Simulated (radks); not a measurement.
The numbers below are computed, except where a source is named.
Question: Mean orbital radii <r> (bohr) of the antimony ion Sb+, [Kr] 4d10 5s2 5p2, of relativity; Dirac values are averaged over j with weights 2j + 1. Spin-unpolarised spherical Kohn-Sham, PBE, point nucleus unless stated (finite: rms radius 4.6802 fm), a radial shooting solver on a logarithmic mesh with Libxc functionals. A level marked "c x" has the speed of light scaled by that factor and shares open shells by 2j + 1; other Dirac levels either fill j = l - 1/2 first or share by 2j + 1.

| shell | non-rel. |
|---|---|
| 1s | 0.02982 |
| 2s | 0.1287 |
| 2p | 0.1097 |
| 3s | 0.3440 |
| 3p | 0.3347 |
| 3d | 0.3056 |
| 4s | 0.8210 |
| 4p | 0.8651 |
| 4d | 1.020 |
| 5s | 2.242 |
| 5p | 2.693 |

Give the values at the level "Dirac, c x 5".

Answer: 
shell  Dirac, c x 5  change of magnitude (%)
1s          0.02977                    -0.18
2s           0.1284                    -0.20
2p           0.1096                    -0.10
3s           0.3434                    -0.15
3p           0.3345                    -0.07
3d           0.3056                    0.00
4s           0.8198                    -0.14
4p           0.8646                    -0.06
4d            1.020                    +0.03
5s            2.239                    -0.14
5p            2.692                    -0.03
